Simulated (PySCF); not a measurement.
# Spectroscopy problems

Fast rotation and ring inversion assumed for equivalent nuclei, isolated molecule, one computed conformer, no relativistic terms. GIAO PBE0/pcSseg-1 shieldings; GFN2-xTB geometry; PySCF 2.14.

Scale: ¹H, ¹³C vs TMS (reference shieldings calculated alike). Splittings of carbon signals by F and P are missing where no couplings were computed. Where no couplings were computed, multiplicities follow the n + 1 count of equivalent neighbours, and m marks all less simple cases (inequivalent or close neighbours, rings, F or P nearby). Shifts are as computed. Against solution values, carbons near 30 ppm lie about +3 ppm off and those near 130 ppm about +5 ppm. Of 1211 compounds with measured shifts, 218 miss one by over three times the rms of a fit or turn the order of signals round; such compounds aren't used in these exercises.

**Question.** C6H6F2O2. ¹H NMR (300 MHz, computed): δ 7.07 (s, 1H), 6.18 (m, 1H), 4.31 (s, 3H), 3.15 (s, 1H). ¹³C{¹H} NMR (computed): δ 155.3, 126.4, 124.9, 95.7, 81.6, 59.5. What is it?

**Answer.** `C#C/C(=C\OC)OC(F)F`. The formula gives 3 degrees of unsaturation (no ring in the answer). 6 carbon signals for 6 carbons: no two carbons are equivalent. Carbon types of the structure: 2 × C, 3 × CH, 1 × CH3, which accounts for all hydrogens. δC 155.3, 126.4: alkene carbon bearing oxygen. δC 124.9: sp3 CH bonded to 2 F and O; 3 electronegative neighbours deshield it. δC 95.7: terminal alkyne carbon; the triple bond shields along its axis, which puts it between sp3 and sp2 carbons. δC 81.6: alkyne carbon; sp carbons lie upfield of alkene carbons because the cylindrical π system leaves one tensor component strongly shielded.

The shifts were computed for this structure.

**Question.** C6H9OP. ¹H NMR (600 MHz, computed): δ 6.79 (m, 3H), 6.46 (m, 3H), 6.35 (m, 3H). ¹³C{¹H} NMR (computed): δ 140.7, 140.0. Identify the compound.

**Answer.** `C(=C)P(=O)(C=C)C=C`. 2 carbon signals for 6 carbons: some carbons are equivalent by symmetry or fast rotation. Carbon types of the structure: 3 × CH, 3 × CH2, which accounts for all hydrogens. δC 140.7: alkene CH; an sp2 carbon of a C=C bond. δC 140.0: terminal =CH2 carbon; the olefinic region. δH 6.79, 6.46: hydrogen on a terminal =CH2 carbon; a vinylic proton, deshielded by the sp2 carbon and the C=C anisotropy. δH 6.35: hydrogen on an alkene CH; olefinic region.

This is the structure that produced the data.

**Question.** C10H9N. ¹H NMR (400 MHz, computed): δ 7.56 (d, 1H), 6.97 (d, 1H), 6.03 (m, 1H), 6.00 (q, 1H), 5.75 (d, 1H), 3.01 (d, 1H), 2.06 (d, 3H). ¹³C{¹H} NMR (computed): δ 155.8 (CH), 153.4 (CH), 143.9 (CH), 141.7 (C), 123.0 (C), 117.6 (CH), 111.7 (CH), 93.6 (CH), 87.1 (C), 19.2 (CH3). Give a structure.

**Answer.** SMILES C(=C\C#C)/C(=C/C)/C=C/C#N. The formula gives 7 degrees of unsaturation (no ring in the answer). 10 carbon signals for 10 carbons: no two carbons are equivalent. Carbon types of the structure: 3 × C, 6 × CH, 1 × CH3, which accounts for all hydrogens. δC 141.7: fully substituted alkene carbon; the olefinic region. δC 123.0: nitrile carbon; C≡N carbons fall here, among the sp2 signals but without a proton. δC 93.6: terminal alkyne carbon; the triple bond shields along its axis, which puts it between sp3 and sp2 carbons. δC 87.1: alkyne carbon; the triple bond shields along its axis, which puts it between sp3 and sp2 carbons.

The shifts were computed for this structure.
